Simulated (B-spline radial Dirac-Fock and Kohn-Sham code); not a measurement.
# Relativistic shifts of the levels of Se⁵⁺

System: selenium as Se⁵⁺ in the configuration [Ar] 3d10 4s1.

Both columns are ΔSCF binding energies of the configuration average from a radial atomic solver: non-relativistic Hartree-Fock with a point nucleus, and Dirac-Fock with a finite nucleus and the Coulomb interaction alone, averaged over the two j levels with weights 2j+1.

| shell | Hartree-Fock (eV) | Dirac-Fock (eV) | shift (eV) | shift (%) |
| --- | --- | --- | --- | --- |
| 1s | 12564.9 | 12768.0 | +203.17 | +1.62 |
| 2s | 1698.2 | 1744.3 | +46.04 | +2.71 |
| 2p | 1522.2 | 1533.3 | +11.08 | +0.73 |
| 3p | 245.0 | 247.0 | +2.02 | +0.82 |
| 3d | 135.9 | 134.8 | -1.12 | -0.83 |
| 4s | 79.60 | 80.77 | +1.16 | +1.46 |

Relativity binds 1s, 2s, 2p, 3p, 4s more strongly, among those listed most of all 2s in relative terms, and 3d more weakly, because the contracted s and p shells screen the nucleus better.

Values without a named source are computed, but for edge energies of neutral atoms, which are taken from tables.
